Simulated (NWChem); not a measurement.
System: CH₅ClO₂Si; SMILES O[Si](O)(C)Cl

Parts of the log:

```
             Northwest Computational Chemistry Package (NWChem) 7.3.0
             --------------------------------------------------------

                             Geometry "geometry" -> ""
                             -------------------------

 Output coordinates in angstroms (scale by  1.889725989 to convert to a.u.)

  No.       Tag          Charge          X              Y              Z
 ---- ---------------- ---------- -------------- -------------- --------------
    1 C                    6.0000     1.69041300     1.07973200    -0.26101400
    2 Si                  14.0000    -0.01516800     0.41398700    -0.03216400
    3 O                    8.0000    -1.07679900     0.82927500    -1.23243100
    4 O                    8.0000    -0.58316600     0.98241400     1.40459400
    5 Cl                  17.0000     0.05418700    -1.66976400    -0.02013600
    6 H                    1.0000     1.66141600     2.17883400    -0.31356200
    7 H                    1.0000     2.33194500     0.78951300     0.58416200
    8 H                    1.0000     2.14133000     0.69644200    -1.18799200
    9 H                    1.0000    -1.28241800     0.15222600    -1.88290100
   10 H                    1.0000    -1.51421800     0.82858700     1.59203800

 Effective nuclear repulsion energy (a.u.)     310.9746667665

                                 NWChem DFT Module
                                 -----------------

 Summary of "ao basis" -> "ao basis" (spherical)
 ------------------------------------------------------------------------------
       Tag                 Description            Shells   Functions and Types
 ---------------- ------------------------------  ------  ---------------------
 C                           6-31g*                  6       14   3s2p1d
 Si                          6-31g*                  8       18   4s3p1d
 O                           6-31g*                  6       14   3s2p1d
 Cl                          6-31g*                  8       18   4s3p1d
 H                           6-31g*                  2        2   2s

 in cosmo_initialize ...
 calling solv_data for solv:ether

 solvent parameters
 solvname_short: ether
 solvname_long:  diethyl ether
 dielec:        4.2400
 dielecinf:     1.8295
 nonaqueous SMD model solvent descriptors
 dielec:        4.2400
 sola:          0.0000
 solb:          0.4100
 solc:          0.0000
 solg:         23.9600
 solh:          0.0000
 soln:          1.3526

          ---------------
          -cosmo- solvent
          ---------------
 Cosmo: York-Karplus, doi: 10.1021/jp992097l
 dielectric constant -eps-     =   4.24
 screen = (eps-1)/(eps    )    =   0.76415
 surface charge correction     = lagrangian

   van der Waals surface
 --------------------------

[...]

                                COSMO-SMD solvation results
                                ---------------------------

             internal energy in gas <Psi(g)|H|Psi(g)> =      -941.329277217764
         internal energy in solvent <Psi(s)|H|Psi(s)> =      -941.328929667692
                               delta internal energy  =         0.000347550072 (    0.22 kcal/mol)
   total free energy in solvent <Psi(s)|H+V/2|Psi(s)> =      -941.336629284248
 polarization energy contribution <Psi(s)|V/2|Psi(s)> =        -0.007699616555 (   -4.83 kcal/mol)
    total free energy in solvent including G(SMD-CDS) =      -941.340601679382
                       G(SMD-CDS) energy contribution =        -0.003972395134 (   -2.49 kcal/mol)
     1 M fixed-concentration free energy of solvation =        -0.011324461618 (   -7.11 kcal/mol)

                       DFT Final Molecular Orbital Analysis
                       ------------------------------------

 Vector   27  Occ=2.000000D+00  E=-3.905447D-01
              MO Center= -1.6D-01, -4.3D-01, -3.5D-01, r^2= 3.7D+00
   Bfn.  Coefficient  Atom+Function         Bfn.  Coefficient  Atom+Function
  ----- ------------  ---------------      ----- ------------  ---------------
    67      0.445402   5 Cl px               71      0.253581   5 Cl px
    36     -0.237500   3 O  py               37      0.227640   3 O  pz
    68     -0.198368   5 Cl py               69      0.191748   5 Cl pz
    35     -0.183864   3 O  px               40     -0.180624   3 O  py
    41      0.176478   3 O  pz               63     -0.173641   5 Cl px

 Vector   28  Occ=2.000000D+00  E=-3.844846D-01
              MO Center= -7.2D-02, -1.1D+00,  1.8D-01, r^2= 2.8D+00
   Bfn.  Coefficient  Atom+Function         Bfn.  Coefficient  Atom+Function
  ----- ------------  ---------------      ----- ------------  ---------------
    69      0.616799   5 Cl pz               73      0.344891   5 Cl pz
    50      0.271941   4 O  py               65     -0.239931   5 Cl pz
    54      0.211243   4 O  py               67     -0.186122   5 Cl px
    71     -0.105267   5 Cl px               36     -0.082434   3 O  py
    63      0.072424   5 Cl px               35      0.069653   3 O  px

 Vector   29  Occ=2.000000D+00  E=-3.761058D-01
              MO Center=  4.2D-01, -1.9D-01, -1.6D-01, r^2= 3.9D+00
   Bfn.  Coefficient  Atom+Function         Bfn.  Coefficient  Atom+Function
  ----- ------------  ---------------      ----- ------------  ---------------
    67      0.438569   5 Cl px                3      0.275124   1 C  px
    71      0.245490   5 Cl px               35      0.211637   3 O  px
    68      0.198727   5 Cl py                7      0.192623   1 C  px
    21     -0.186314   2 Si px               63     -0.170311   5 Cl px
    39      0.160020   3 O  px                4      0.147609   1 C  py

 Vector   30  Occ=0.000000D+00  E= 9.613878D-02
              MO Center= -5.3D-01,  1.6D-01, -1.1D-01, r^2= 5.3D+00
   Bfn.  Coefficient  Atom+Function         Bfn.  Coefficient  Atom+Function
  ----- ------------  ---------------      ----- ------------  ---------------
    24      1.467288   2 Si s                 6     -0.785698   1 C  s
    38     -0.656597   3 O  s                52     -0.590662   4 O  s
    72     -0.441910   5 Cl py               70     -0.397557   5 Cl s
    86      0.373703   9 H  s                88      0.363248  10 H  s
    66     -0.251514   5 Cl s                82      0.243027   7 H  s

 Vector   31  Occ=0.000000D+00  E= 1.199228D-01
              MO Center= -2.0D-01,  3.5D-01, -9.7D-02, r^2= 5.2D+00
   Bfn.  Coefficient  Atom+Function         Bfn.  Coefficient  Atom+Function
  ----- ------------  ---------------      ----- ------------  ---------------
    27      0.987472   2 Si pz               52     -0.713997   4 O  s
    38      0.567705   3 O  s                88      0.407354  10 H  s
    23      0.327203   2 Si pz               82     -0.309019   7 H  s
    86     -0.279046   9 H  s                84      0.251242   8 H  s
    73     -0.219422   5 Cl pz                6      0.189743   1 C  s

 Vector   32  Occ=0.000000D+00  E= 1.215538D-01
              MO Center=  1.0D-03,  2.6D-01, -1.7D-01, r^2= 4.7D+00
   Bfn.  Coefficient  Atom+Function         Bfn.  Coefficient  Atom+Function
  ----- ------------  ---------------      ----- ------------  ---------------
    26      0.851599   2 Si py               70      0.650440   5 Cl s
    72      0.587395   5 Cl py               22      0.576801   2 Si py
    24     -0.509994   2 Si s                86      0.468156   9 H  s
    25     -0.417311   2 Si px               38     -0.406963   3 O  s
    80     -0.396191   6 H  s                20     -0.306600   2 Si s

     Multipole analysis of the density
     ---------------------------------

     L   x y z        total         alpha         beta         nuclear
     -   - - -        -----         -----         ----         -------
     0   0 0 0     -0.000000    -29.000000    -29.000000     58.000000

     1   1 0 0     -0.212165     -0.965568     -0.965568      1.718970
     1   0 1 0      0.206090     -2.757373     -2.757373      5.720836
     1   0 0 1     -0.457735      1.840045      1.840045     -4.137825

     2   2 0 0    -28.602627    -96.285379    -96.285379    163.968131
     2   1 1 0      1.641666     -4.715381     -4.715381     11.072428
     2   1 0 1     -1.333056     -0.141710     -0.141710     -1.049636
     2   0 2 0    -36.419341   -154.946267   -154.946267    273.473193
     2   0 1 1      0.838601     -2.330978     -2.330978      5.500558
     2   0 0 2    -30.648152    -80.130148    -80.130148    129.612144
```

Level: M05-2X/6-31G* (spherical d), SMD on the gas-phase geometry. Structure relaxed at the PBE0/def2-SVP level. Solvent: diethyl ether.

**Question.** Which NWChem input produces such a log?

**Answer.** This is not unique; one that fits is the input that was run:
```
start job
memory heap 200 mb stack 900 mb global 1100 mb
geometry units angstroms noautosym nocenter noautoz
  C      1.690413     1.079732    -0.261014
  Si    -0.015168     0.413987    -0.032164
  O     -1.076799     0.829275    -1.232431
  O     -0.583166     0.982414     1.404594
  Cl     0.054187    -1.669764    -0.020136
  H      1.661416     2.178834    -0.313562
  H      2.331945     0.789513     0.584162
  H      2.141330     0.696442    -1.187992
  H     -1.282418     0.152226    -1.882901
  H     -1.514218     0.828587     1.592038
end
basis spherical
  C library 6-31g*
  Si library 6-31g*
  O library 6-31g*
  Cl library 6-31g*
  H library 6-31g*
end
dft
  xc m05-2x
  iterations 150
end
cosmo
  do_cosmo_smd true
  solvent ether
end
task dft energy
```
